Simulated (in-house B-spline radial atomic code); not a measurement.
A radial electron density 4πr²n(r) was computed for an atom or ion in its tabulated ground configuration with a B-spline radial code for spherical atoms; method: non-relativistic r2SCAN, spin-polarised, spherical fractional occupations. Columns: r (bohr), 4πr²n(r) (electrons per bohr), bar.

```
 0.00296    0.787 #
 0.00352    1.085 ##
  0.0042    1.497 ##
   0.005    2.045 ###
 0.00595    2.772 ####
 0.00709    3.735 ######
 0.00844    4.974 #######
  0.0101    6.601 ##########
   0.012    8.541 #############
  0.0143    10.92 ################
   0.017    13.64 ####################
  0.0202    16.64 #########################
  0.0241    19.84 ##############################
  0.0287    22.85 ##################################
  0.0342    25.36 ######################################
  0.0407    26.94 ########################################
  0.0485    27.31 #########################################
  0.0578    26.37 ########################################
  0.0688    24.43 #####################################
   0.082    22.23 #################################
  0.0977    20.83 ###############################
   0.116    21.09 ################################
   0.139    23.39 ###################################
   0.165    26.65 ########################################
   0.197     29.3 ############################################
   0.234    29.28 ############################################
   0.279    25.69 #######################################
   0.332    19.47 #############################
   0.396    12.93 ###################
   0.471    8.819 #############
   0.561    7.936 ############
   0.669    9.023 ##############
   0.796     9.66 ###############
   0.948    8.434 #############
    1.13    5.724 #########
    1.35    2.908 ####
     1.6     1.13 ##
    1.91   0.2967 
    2.27  0.05421 
    2.71 0.005937 
    3.23 0.0003846
```

Problem. Which atom or ion is it?
A. V7+
B. Cr6+
C. Fe7+
D. V6+

Solution. D. The area under the curve, ∫4πr²n dr = ∫r·4πr²n d(ln r) on this logarithmic grid, is 17 electrons, which only this option has. The configuration is [Ne] 3s2 3p5.
